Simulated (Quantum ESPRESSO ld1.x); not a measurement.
Values are calculated unless marked as measured or tabulated.
Task: The aim is the selenium ion Se2+ in [Ar] 3d10 4s2 4p2. This ld1.x (Quantum ESPRESSO 7.5) run was made with `OMP_NUM_THREADS=1 ld1.x < ld1.in > ld1.out`. Can the result be used? Name any fault.

```
 &input
    zed=34.0,
    iswitch=1,
    rel=0,
    lsd=1,
    dft='SLA-VWN',
    config='[Ar] 3d10 4s2 4p2 8s1',
    verbosity='high',
    prefix='ld1',
    max_out_wfc=37,
    file_charge='ld1.rho',
 /
```

Output (excerpt):

```
     Program LD1 v.7.5 starts

 %%%%%%%%%%%%%%%%%%%%%%%%%%%%%%%%%%%%%%%%%%%%%%%%%%%%%%%%%%%%%%%%%%%%%%%%%%%%%%
     Error in routine el_config (9):
     wrong main quantum number
 %%%%%%%%%%%%%%%%%%%%%%%%%%%%%%%%%%%%%%%%%%%%%%%%%%%%%%%%%%%%%%%%%%%%%%%%%%%%%%

     stopping ...
```

Result: No (refused). The line at issue: config='[Ar] 3d10 4s2 4p2 8s1'. The program stops in el_config with "wrong main quantum number": the config string takes n from 1 to 7 alone. The sound input gives -2396.9848 hartree.
